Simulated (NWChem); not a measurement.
Species: InBr2, doublet; SMILES [In]([Br])[Br]

In the optimisation the excess spin sits in a1 (C2v, its own frame). This build's default masses of Se (78.918 u) and Br (79.917 u) are each other's, which moves their modes by up to 0.6 %. The spin multiplicity was typed, not searched, and may not be the lowest. def2 effective core potentials on In; no spin-orbit coupling.

Q: Give the equilibrium geometry at PBE0/def2-SVP with def2 effective core potentials on In, spin-unrestricted (NWChem) as an XYZ file, with the point group.

A: point group C2v; any orientation.
```
3

In     0.0000     0.0000     0.7218
Br    -2.1993     0.0000    -0.5278
Br     2.1993     0.0000    -0.5278
```
